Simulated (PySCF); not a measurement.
# Mg (magnesium, neutral) across methods

[Ne] 3s2, closed-shell 1S. Computed with PySCF 2.14 in dyall-acv3z, with the spin-free X2C one-electron Hamiltonian (Gaussian nucleus).

| method | E (hartree) | mean ε 2s (eV) | mean ε 2p (eV) | mean ε 3s (eV) | Σ⟨r²⟩ (bohr²) | ⟨S²⟩ |
| --- | --- | --- | --- | --- | --- | --- |
| wB97X-V | -200.3492 | -87.693 | -52.913 | -7.294 | 28.30 | 0.000 |
| LDA | -199.4444 | -79.285 | -46.723 | -4.780 | 27.98 | 0.000 |
| PBE | -200.2669 | -79.828 | -46.603 | -4.706 | 28.20 | 0.000 |
| UHF | -199.92172 | -102.85 | -62.056 | -6.896 | 29.54 | 0.000 |
| PBE0 | -200.2812 | -85.843 | -50.714 | -5.433 | 28.25 | 0.000 |
| CAM-B3LYP | -200.3922 | -86.521 | -51.961 | -6.494 | 28.04 | 0.000 |
| wB97M-V | -200.3762 | -88.461 | -52.990 | -7.183 | 28.17 | 0.000 |

Problem. Estimate the same row for r2SCAN.

Solution. E (hartree) = -200.3539; mean ε 2s (eV) = -83.006; mean ε 2p (eV) = -48.130; mean ε 3s (eV) = -4.816; Σ⟨r²⟩ (bohr²) = 28.45; ⟨S²⟩ = 0.000.
